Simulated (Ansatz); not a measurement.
One change: `C[N](C)[V](=[O])([N](C)C)[N](C)C` becomes `C[N](C)[Ta](=[O])([N](C)C)[N](C)C`.

Ansatz, PBE0-D4/def2-TZVP geometries, multiplicity 1. Each molecule was computed in one conformer, which needn't be the lowest.

Elements past krypton have def2 core potentials. Scalar relativity is left out up to krypton.

```
                                          property  `C[N](C)[V](=[O])([N](C)C)[N](C)C`
              HOMO–LUMO gap (PBE0/def2-TZVPP) / eV                                4.63
                 LUMO energy (PBE/def2-TZVPP) / eV                               -1.85
                HOMO energy (PBE0/def2-TZVPP) / eV                               -5.65
               HOMO energy (B3LYP/def2-TZVPP) / eV                               -5.48
size of the dipole moment (ωB97M-V/def2-TZVPP) / D                                2.80
                 HOMO energy (PBE/def2-TZVPP) / eV                               -4.51
```

Give the same properties after the change, and the shifts. (Estimate.)

Ansatz gave: 
| property | `C[N](C)[Ta](=[O])([N](C)C)[N](C)C` | shift |
| --- | --- | --- |
| HOMO–LUMO gap (PBE0/def2-TZVPP) / eV | 6.16 | 1.53 |
| LUMO energy (PBE/def2-TZVPP) / eV | -0.57 | 1.28 |
| HOMO energy (PBE0/def2-TZVPP) / eV | -5.86 | -0.21 |
| HOMO energy (B3LYP/def2-TZVPP) / eV | -5.67 | -0.19 |
| size of the dipole moment (ωB97M-V/def2-TZVPP) / D | 3.71 | 0.91 |
| HOMO energy (PBE/def2-TZVPP) / eV | -4.66 | -0.15 |

With PBE0 the HOMO falls by 0.21 eV and the LUMO rises by 1.32 eV, so the gap widens by about 1.53 eV. PBE moves the HOMO by -0.15 eV and ωB97M-V by -0.26 eV. Dipoles are sizes alone; their direction can turn.

B3LYP here is the variant with VWN-RPA as its local correlation; programs differ in this.
